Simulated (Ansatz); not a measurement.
AuCl, triplet, geometry from GFN2-xTB (such geometries of metal compounds can be far from the true shape) (the multiplicity is a formal guess) (core potentials on Au), with bond 2-1 at 1.8 times its length; SC-NEVPT2/def2-SVP, CASSCF(2,4) in Ansatz (a program for electronic structure).

Ansatz was given this input:
Ansatz 0.2 input:
```yaml
crystal:
  periodic: [false, false, false]
  atoms:
    - {symbol: Au, position_ang: [-0.00000000, -0.00000000, -0.49312398]}
    - {symbol: Cl, position_ang: [0.00000000, 0.00000000, 4.51933622]}
basis:
  gaussian:
    orbitals: def2-SVP
correlation: {method: sc_nevpt2, electrons: all, active_space: {window: {electrons: 2, orbitals: 4}}}
magnetization: {spin_polarized: false, initial_magnetization: 2}
```

### Question
Write the output that Ansatz gives for this input, abridged.

### Answer

```
Functional definition: HF
484 factors; integrals over basis functions are off by at most 3.8e-4 eV
mean field evaluation 1: about -16165.5831 eV, gradient 1.8e1 eV
mean field evaluation 2: about -16165.5832 eV, gradient 1.8e1 eV
mean field evaluation 4: about -16166.2895 eV, gradient 2.6e-1 eV
mean field evaluation 8: about -16166.2903 eV, gradient 5.7e-4 eV
mean field evaluation 16: about -16166.2801 eV, gradient 1.9e-6 eV
mean field evaluation 32: about -16164.4034 eV, gradient 4.6e-2 eV
mean field evaluation 64: about -16166.2793 eV, gradient 1.8e-1 eV
mean field evaluation 96: about -16166.2902 eV, gradient 1.7e-2 eV
mean field evaluation 128: about -16166.2801 eV, gradient 2.3e-6 eV
mean field evaluation 160: about -16166.2903 eV, gradient 4.8e-4 eV
mean field -16166.29026550 eV, -594.1002093519 hartree, gradient 3.7e-6 eV, S^2 2.000000; 16 other end points of the search recorded, 0 dependent functions left out
reference -16166.29026550 eV, -594.1002093519 hartree; 19, 17 occupied and 31, 33 virtual orbitals, 484 factors
state -16166.29054567 eV, -594.1002196481 hartree
state -16166.29054567 eV, -594.1002196481 hartree; corrected -16178.79658547 eV, -594.5598081337 hartree
WARN: 2 active orbitals are nearly empty or full. The corrections depend on them more than the energy does, and are more stable in an active space without them
Total energy: -16178.79658547 eV, -594.5598081337 hartree
```
